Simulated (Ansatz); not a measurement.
Geometry optimisation, RKS r2SCANh-D4/def2-SVP in Ansatz.

Input:

```yaml
crystal:
  periodic: [false, false, false]
  atoms:
    - { symbol: B, position_ang: [-1.4431, 1.0295, -1.0906] }
    - { symbol: Te, position_ang: [-1.9014, -0.5989, 0.2874] }
    - { symbol: Si, position_ang: [0.4846, -1.1866, 0.2778] }
    - { symbol: "N", position_ang: [1.5359, 0.1507, 1.0261] }
    - { symbol: H, position_ang: [-1.4948, 0.878, -2.2857] }
    - { symbol: H, position_ang: [-1.1863, 2.1489, -0.6786] }
    - { symbol: H, position_ang: [0.7423, -2.4169, 1.0749] }
    - { symbol: H, position_ang: [2.3906, -0.32865, 0.67782] }
    - { symbol: H, position_ang: [1.0479, 0.337, 2.0119] }
    - { symbol: H, position_ang: [1.2886, 0.9942, 0.4767] }
basis:
  gaussian: { orbitals: def2-SVP }
hamiltonian:
  xc: r2scanh
  dispersion: d4
relax:
  f_tol: 0.02
  max_steps: 50
```

Launched with:

```bash
$ ansatz run input.yaml --threads 2 --pin off --max-ram 3072MiB --backend cpu --events-out ev --progress --plain --runs-dir out
```

Problem. Where does it end, and by what steps?

Solution. The run converged. The force dipped under the threshold on the way, but the program's further checks kept it going. After 25 steps the energy has fallen by 2.411 eV; H6 moved furthest, 1.50 Å.

| step | energy less start (eV) | largest force component (eV/Å) | accepted |
| --- | --- | --- | --- |
| 0 | 0.0000 | 3.892 | yes |
| 1 | -1.1329 | 1.993 | yes |
| 2 | -1.7259 | 1.042 | yes |
| 3 | -1.9209 | 1.128 | yes |
| 4 | -1.9913 | 0.825 | yes |
| 5 | -2.0674 | 0.369 | yes |
| 6 | -2.1486 | 0.295 | yes |
| 7 | -2.2088 | 0.478 | yes |
| 8 | -2.2909 | 0.400 | yes |
| 9 | -2.3496 | 0.278 | yes |
| 10 | -2.3891 | 0.204 | yes |
| 11 | -2.3826 | 0.428 | no |
| 12 | -2.4000 | 0.198 | yes |
| 13 | -2.4037 | 0.229 | yes |
| 14 | -2.4043 | 0.178 | yes |
| 15 | -2.4084 | 0.139 | yes |
| 16 | -2.4097 | 0.032 | yes |
| 17 | -2.4099 | 0.009 | yes |
| 18 | -2.4101 | 0.023 | yes |
| 19 | -2.4102 | 0.024 | yes |
| 20 | -2.4105 | 0.026 | yes |
| 21 | -2.4107 | 0.032 | yes |
| 22 | -2.4068 | 0.176 | no |
| 23 | -2.4109 | 0.035 | yes |
| 24 | -2.4111 | 0.020 | yes |
| 25 | -2.4111 | 0.013 | yes |

```xyz
10
Properties=species:S:1:pos:R:3
B -1.714 1.199 -1.125
Te -1.662 -0.102 0.550
Si 0.514 -1.355 -0.138
N 1.678 -0.077 0.997
H -0.868 1.109 -1.979
H -2.594 2.019 -1.183
H 0.444 -2.262 1.094
H 2.616 -0.458 1.134
H 1.273 0.117 1.915
H 1.776 0.817 0.514
```

Run time: 45 s on 2 threads of AMD EPYC 9R45 96-Core Processor (Zen 5) (shared host), peak memory 0.28 GiB.
